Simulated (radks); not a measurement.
Q: These are the eigenvalues of the occupied orbitals of an atom or ion with whole-number occupations (hartree). Method: non-relativistic Kohn-Sham, TPSS, spin-polarised, spherical densities, point nucleus; meta-GGA in the generalised Kohn-Sham scheme; computed with a radial shooting solver on a logarithmic mesh with Libxc functionals.

1s down: -2989.353
1s up: -2989.353
2s up: -513.5103
2s down: -513.5032
2p up: -494.9868
2p down: -494.9815
3s up: -130.6816
3s down: -130.6795
3p up: -121.8652
3p down: -121.8627
3d up: -105.4828
3d down: -105.4778
4s up: -36.94647
4s down: -36.94246
4p up: -33.04251
4p down: -33.03770
4d up: -25.84878
4d down: -25.84192
4f up: -16.08204
4f down: -16.07295
5s up: -13.67527
5s down: -13.62352
5p up: -12.22516
5p down: -12.17170
5d up: -9.70178

Which element is it, and in what charge state? The configuration may be excited. Open shells, if any, are filled with parallel spins first.

A: Z = 83, bismuth, charge +14: Bi14+ in [Xe] 4f14 5d1. The list shows which subshells hold electrons but not how many an open one holds; the 1s level, -2989.4 hartree, gives Z - s = 77.3 by -(Z - s)^2/2, which with screening narrows Z to a few neighbours, and the depths of the outer levels then fix element, charge and occupations together.
